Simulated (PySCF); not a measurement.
Two species compared at the same levels of theory.

First species: C6H9NOSi.
Numbering: `[N:1]#[C:2]/[CH:3]=[CH:4]/[SiH2:5][O:6][CH:7]1[CH2:8][CH2:9]1` (hydrogens: H10 on C3; H11 on C4; H12, H13 on Si5; H14 on C7; H15, H16 on C8; H17, H18 on C9)

Cartesian coordinates in Å at the GFN2-xTB level; atoms count from 1:
```xyz
18
C6H9NOSi angstrom
N      4.6119    1.3717    1.3618
C      3.8452    0.6007    0.9946
C      2.8899   -0.3313    0.5463
C      1.7038    0.0366    0.0545
Si     0.4002   -1.1805   -0.5787
O     -0.8559   -0.4171   -1.2484
C     -1.8768    0.3685   -0.7647
C     -1.7977    1.0413    0.5699
C     -2.7464   -0.1048    0.3594
H      3.1744   -1.3725    0.6277
H      1.4980    1.1012   -0.0009
H      0.8783   -1.9157   -1.7398
H      0.0347   -2.0404    0.5550
H     -2.3459    0.9071   -1.5819
H     -0.9206    0.8594    1.1714
H     -2.1993    2.0379    0.6668
H     -2.4974   -1.0520    0.8112
H     -3.8050    0.0964    0.3101
```

Second species: C₅H₉F₃O.
Bonds: C1–C2, C2–C3, C2–O4, O4–C5, C5–C6, C6–F7, C6–F8, C6–F9. Hydrogens: H10, H11, H12 on C1; H13 on C2; H14, H15, H16 on C3; H17, H18 on C5.

Levels: PBE0/pcSseg-1 for dipole moment, HOMO energy, LUMO energy and HOMO–LUMO gap; GFN2-xTB for rotational constant A and rotational constant C. Geometries: GFN2-xTB. Each species is one conformer at its optimised geometry, gas phase, non-relativistic unless stated. Electronic properties by PySCF.

The conformers computed, where there is a choice (atom-mapped SMILES and torsion angles):
- `[N:1]#[C:2]/[CH:3]=[CH:4]/[SiH2:5][O:6][CH:7]1[CH2:8][CH2:9]1`: C3–C4–Si5–O6 -174°, C4–Si5–O6–C7 -69°, Si5–O6–C7–C8 19°
- `[CH3:1][CH:2]([CH3:3])[O:4][CH2:5][C:6]([F:7])([F:8])[F:9]`: C1–C2–O4–C5 -127°, C2–O4–C5–C6 -74°, O4–C5–C6–F7 -48°

| property | column X | column Y |
| --- | --- | --- |
| dipole moment | 4.00 D | 2.05 D |
| HOMO energy | -7.72 eV | -7.91 eV |
| LUMO energy | -2.00 eV | 1.34 eV |
| HOMO–LUMO gap | 5.72 eV | 9.25 eV |
| rotational constant A | 3.087 GHz | 3.117 GHz |
| rotational constant C | 0.521 GHz | 0.879 GHz |

Which column belongs to which species?

Column X is the first species and column Y the second. The first has 18 atoms and 74 electrons, the second 18 and 74.

How does each property change from the first species to the second?

dipole moment -1.95 D; HOMO energy -0.19 eV; LUMO energy +3.34 eV; HOMO–LUMO gap +3.53 eV; rotational constant A +0.030 GHz; rotational constant C +0.358 GHz.

On the first: The dipole equals about 13.3 × 10⁻³⁰ C·m (1 D = 3.33564 × 10⁻³⁰ C·m).

On the second: A dipole of 2.05 D is allowed in C1, and pure rotational transitions are dipole-allowed. The dipole equals about 6.8 × 10⁻³⁰ C·m (1 D = 3.33564 × 10⁻³⁰ C·m).
